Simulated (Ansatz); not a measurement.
`COB(F)OC` + `[OH][In]([Cl])[O][SiH3]` → `COB(F)Cl` + `C[O][In]([OH])[O][SiH3]`  (redistribution)

Calculated with Ansatz (gas phase, PBE0-D4/def2-TZVP geometries, no zero-point term in ΔE). CCSD(T)/CBS is the MP2 limit (def2-TZVPP, def2-QZVPP) plus CCSD(T) − MP2 in def2-TZVPP, frozen cores. DFT in def2-TZVPP. Elements past krypton have def2 core potentials. For In outer-core shells are correlated without core-valence functions, which leaves a few kJ/mol of doubt a bond. One conformer a species, not always the lowest.

| level | ΔE (kJ/mol) |
| --- | --- |
| PBE0 | 141.2 |
| LC-ωPBE | 139.6 |
| RPA@PBE/def2-TZVPP | 132.1 |
| CCSD/def2-SVP | 148.1 |

What does CCSD(T)/CBS give? (Estimate.)

The calculation gave: +136.8 kJ/mol. The listed levels differ from it by 4.4, 2.8, -4.7, 11.3 kJ/mol.

Largest T1 diagnostic among the species: 0.016.

At CCSD(T), def2-SVP lies +7.7 kJ/mol from the extrapolated value and def2-TZVPP +0.7 kJ/mol. From PBE to PBE0 (25 % exact exchange), in def2-TZVPP and without D4, ΔE moves by +13.4 kJ/mol. The D4 term adds −4.0 kJ/mol with B3LYP and −2.2 kJ/mol with PBE0; it sums over pairs of atoms, weighted by their polarisabilities, and B3LYP, whose exchange is more repulsive, gets the larger term.

B3LYP here is the variant with VWN-RPA as its local correlation; programs differ in this.
